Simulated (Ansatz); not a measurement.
Basis-set extrapolation for C3H7Al (PBE0-D4/def2-TZVP geometry, frozen core, the Gaussian-basis code of Ansatz). Multiplicity 1, RHF reference.

```json
{"": "HF", "def2-TZVPP": "-359.605199", "def2-QZVPP": "-359.617797"}
{"": "MP2 correlation", "def2-TZVPP": "-0.595518", "def2-QZVPP": "-0.632978"}
{"": "CCSD(T) correlation", "def2-TZVPP": "-0.664419", "def2-QZVPP": "not run"}
```

Energies in hartree. Use E(X) = E(∞) + A·exp(−7.88·√X) for Hartree–Fock and E(X) = E(∞) + B·X^(−2.97) for correlation, with X = 3 and 4, and add CCSD(T) minus MP2 of the smaller set to the MP2 limit.

What is the CCSD(T) energy at the basis-set limit?

HF limit: -359.617797 + (-0.012598) × 0.13774 = -359.61953. MP2 limit: -0.632978 + (-0.037460) × 0.74074 = -0.66073. Higher-order term: -0.664419 − (-0.595518) = -0.06890. Total: -360.34916 hartree, 208.8 kJ/mol below CCSD(T)/def2-TZVPP.
